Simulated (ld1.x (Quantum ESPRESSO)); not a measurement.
## silicon: excitation energies, all-electron against ultrasoft

ld1.x (Quantum ESPRESSO) 7.5 input, shortened:

```
&input
   title='Si', zed=14., rel=1, dft='PBE', iswitch=3,
   config='[Ne] 3s2 3p2 3d-2'
 /
 &inputp
   pseudotype=3, tm=.true., lloc=2,
   nlcc=.true., new_core_ps=.true.
 /
5
3S  1  0   2.00   0.00  1.50  1.90  0.0
3S  1  0   0.00   0.65  1.50  1.90  0.0
3P  2  1   2.00   0.00  1.65  1.95  0.0
3P  2  1   0.00   0.05  1.65  1.95  0.0
3D  3  2  -2.00   0.35  1.65  1.65  0.0
 &test
   configts(1)='3s2 3p2'
 /
```

Energies are relative to the spin-unpolarised reference configuration 3s2 3p2; without spin polarisation the order of configurations can differ from experiment.

```json
{"valence configuration": "3s2 3p0", "charge": "+2", "ΔE all-electron (eV)": "23.733", "error AE − PS (meV)": "+7.3"}
{"valence configuration": "3s1 3p0", "charge": "+3", "ΔE all-electron (eV)": "57.704", "error AE − PS (meV)": "+26"}
{"valence configuration": "3s2 3p2.3", "charge": "-0.3", "ΔE all-electron (eV)": "-0.930", "error AE − PS (meV)": "+0.1"}
{"valence configuration": "3s0 3p4", "charge": "0", "ΔE all-electron (eV)": "13.778", "error AE − PS (meV)": "-5.5"}
{"valence configuration": "3s1 3p2", "charge": "+1", "ΔE all-electron (eV)": "15.171", "error AE − PS (meV)": "-0.9"}
```

(1) What are ΔE and the potential's error for 3s2 3p1.5?

(2) What are ΔE and the potential's error for 3s2 3p1?

Answers

(1) ΔE = 2.921 eV all-electron; the error (AE − PS) is 0.0 meV.

(2) ΔE = 7.740 eV all-electron; the error (AE − PS) is +0.5 meV.
